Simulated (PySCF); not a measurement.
This PySCF input asks for the NMR shieldings of SMILES CO[C@@H]1CC[C@@H](C)[SiH2]1, C₆H₁₄OSi; the geometry comes from GFN2-xTB.

```python
import basis_set_exchange as bse
import numpy as np
from pyscf import gto, dft
from pyscf.prop import nmr

atoms = """
C     3.367954    0.075898    0.174222
O     2.248971    0.488607   -0.567165
C     1.026123    0.444459    0.147816
C     0.529416   -0.977614    0.453329
C    -0.983060   -0.914693    0.637280
C    -1.600521   -0.188616   -0.566333
C    -3.034847    0.248109   -0.292537
Si   -0.350776    1.214570   -0.943437
H     3.329168   -0.993305    0.413158
H     4.242792    0.272522   -0.443682
H     3.450436    0.642839    1.110989
H     1.150074    0.989761    1.097772
H     0.770277   -1.611901   -0.403480
H     1.010576   -1.399508    1.339100
H    -1.206126   -0.351821    1.547300
H    -1.401451   -1.916750    0.754369
H    -1.620823   -0.888703   -1.408389
H    -3.070812    0.952347    0.535888
H    -3.658545   -0.608584   -0.038092
H    -3.459259    0.732299   -1.169051
H    -0.796116    2.515850   -0.435095
H     0.046141    1.293620   -2.345595
"""
names = dict.fromkeys(["C", "O", "Si", "H"], "pcSseg-1")
basis = {el: gto.basis.parse(bse.get_basis(n, elements=[el], fmt="nwchem")) for el, n in names.items()}
mol = gto.M(atom=atoms, basis=basis, charge=0, verbose=0)
mf = dft.RKS(mol, xc="PBE0")
mf.grids.level = 2
mf.grids.alignment = dft.numint.BLKSIZE   # the property module wants whole blocks of grid points
mf.conv_tol = 1e-9
mf.kernel()

calc = nmr.RKS(mf)   # GIAO
C = mf.mo_coeff
Co = C[:, mf.mo_occ > 0]
resp = mf.gen_response(singlet=True, hermi=2)
def vind(x):   # induced exchange potential for any number of trial vectors
    d = np.einsum("pi,xij,qj->xpq", C, 2 * x.reshape(-1, C.shape[1], Co.shape[1]), Co, optimize=True)
    return np.einsum("xpq,pi,qj->xij", resp(d - d.transpose(0, 2, 1)), C, Co, optimize=True).ravel()
mo1, _ = nmr.rhf.solve_mo1(calc, with_cphf=vind)
sigma = calc.kernel(mo1)
for i, s in enumerate(sigma):   # ppm
    w = np.linalg.eigvalsh((s + s.T) / 2)
    print("%2d %-2s iso %8.1f  s11 %8.1f  s22 %8.1f  s33 %8.1f" % (i, mol.atom_pure_symbol(i), w.mean(), *w))
```

Problem. What does it print?

Solution. 
```
 0 C  iso    125.3  s11     87.5  s22    105.8  s33    182.7
 1 O  iso    301.6  s11    261.6  s22    304.5  s33    338.7
 2 C  iso    107.3  s11     68.4  s22     90.0  s33    163.7
 3 C  iso    150.0  s11    133.6  s22    156.4  s33    159.8
 4 C  iso    149.0  s11    121.5  s22    153.5  s33    172.0
 5 C  iso    164.7  s11    148.4  s22    164.7  s33    180.9
 6 C  iso    166.9  s11    155.3  s22    159.9  s33    185.4
 7 Si iso    372.8  s11    336.3  s22    356.1  s33    426.1
 8 H  iso     28.1  s11     23.9  s22     26.3  s33     34.1
 9 H  iso     27.9  s11     23.8  s22     25.3  s33     34.7
10 H  iso     28.8  s11     25.2  s22     26.3  s33     34.8
11 H  iso     28.1  s11     25.5  s22     29.0  s33     29.7
12 H  iso     30.3  s11     26.3  s22     29.7  s33     34.9
13 H  iso     29.2  s11     23.8  s22     28.9  s33     34.9
14 H  iso     30.8  s11     26.5  s22     30.3  s33     35.6
15 H  iso     29.6  s11     24.7  s22     28.0  s33     36.1
16 H  iso     30.4  s11     26.3  s22     28.9  s33     35.9
17 H  iso     30.9  s11     26.6  s22     29.4  s33     36.7
18 H  iso     30.4  s11     25.6  s22     27.9  s33     37.6
19 H  iso     30.3  s11     25.3  s22     28.0  s33     37.8
20 H  iso     27.8  s11     24.5  s22     26.1  s33     32.9
21 H  iso     27.6  s11     24.2  s22     25.7  s33     32.8
```

These numbers come from an equivalent density-fitted implementation of the same equations, which agrees with the script to about 0.01 ppm for H and up to a few tenths of a ppm for heavy atoms, so last digits may differ.

Problem. Turn these shieldings into chemical shifts. Scale: 13C (σ = 186.93 ppm) and 29Si (σ = 349.16 ppm) and 1H (σ = 31.72 ppm) against TMS; H2O for 17O (σ = 336.08 ppm) (reference shieldings calculated alike).

Solution. Averaging equivalent atoms: C 2: 79.6; C 0: 61.6; C 4: 37.9; C 3: 37.0; C 5: 22.2; C 6: 20.0; O 1: 34.5; Si 7: -23.7; H 21: 4.14; H 20: 3.91; H 11: 3.63; H 8/9/10: 3.46; H 13: 2.53; H 15: 2.10; H 12: 1.42; H 16: 1.33; H 17/18/19: 1.18; H 14: 0.95 ppm. Experimental scales use liquid or dissolved standards, which lie at an offset from isolated H2O (liquid H2O: subtract about 36 ppm).

Size and cost of the density-fitted run: 213 basis functions, 43 s wall time on 1 thread of an Arm Neoverse V1, shared host.
